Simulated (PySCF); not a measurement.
A side-by-side comparison of computed properties.

First species: C4H3ClO3S.
Atom-mapped SMILES: `[O:1]=[S:2](=[O:3])([Cl:4])[c:5]1[cH:6][cH:7][o:8][cH:9]1` (hydrogens: H10 on C6; H11 on C7; H12 on C9)

Second species: C₅H₇NSSi.
SMILES: `[SiH3]Sc1ccncc1`

Levels: wB97X-D/def2-SVPD for dipole moment, HOMO energy, LUMO energy, HOMO–LUMO gap, static isotropic polarisability and electronic spatial extent ⟨r²⟩ about the centre of nuclear charge; TDDFT wB97X-D/def2-SVPD for lowest singlet excitation; TDA wB97X-D/def2-SVPD for lowest triplet excitation (Tamm–Dancoff); GFN2-xTB for rotational constant A and rotational constant C. Geometries: GFN2-xTB. All species are isolated and taken at one optimised geometry, non-relativistic unless stated. Electronic properties by PySCF.

Dipoles, sizes and rotational constants follow the conformer. The torsions of the flexible species, by atom-mapped SMILES:
- `[O:1]=[S:2](=[O:3])([Cl:4])[c:5]1[cH:6][cH:7][o:8][cH:9]1`: O1–S2–C5–C6 160°
- `[SiH3:1][S:2][c:3]1[cH:4][cH:5][n:6][cH:7][cH:8]1`: Si1–S2–C3–C4 -179°

Problem. Which has the higher S1 energy?

Solution. The first: 5.46 eV against 5.13 eV, a difference of 0.33 eV.

Problem. Which has the higher HOMO energy?

Solution. The second: -8.71 eV against -9.72 eV, a difference of 1.01 eV.

Problem. Which has the higher rotational constant C?

Solution. The first: 0.826 GHz against 0.707 GHz, a difference of 0.119 GHz.

Problem. Which of the two has the higher rotational constant A, and by how much?

Solution. The second: 3.731 GHz against 2.301 GHz, a difference of 1.430 GHz.

Problem. Which has the higher static isotropic polarisability?

Solution. The second: 111.0 au against 86.0 au, a difference of 25.0 au.

Problem. Which has the higher T1 energy?

Solution. The second: 4.16 eV against 4.01 eV, a difference of 0.15 eV.

Problem. Which has the higher dipole moment?

Solution. The first: 4.40 D against 2.46 D, a difference of 1.94 D.

Problem. Which has the higher ⟨r²⟩?

Solution. The second: 1546 bohr² against 1460 bohr², a difference of 86 bohr².

On the first: In atomic units the dipole is 1.73 e·bohr (1 au = 2.5417 D). The polarisability is 12.75 Å³ as a volume (1 au = 0.148185 Å³), or 1.02 au for each of the 84 electrons.

On the second: S1 lies 4.33 eV below the HOMO–LUMO gap; its leading configuration is HOMO−1→LUMO, weight 0.96. The polarisability is 16.44 Å³ as a volume (1 au = 0.148185 Å³), or 1.50 au for each of the 74 electrons.
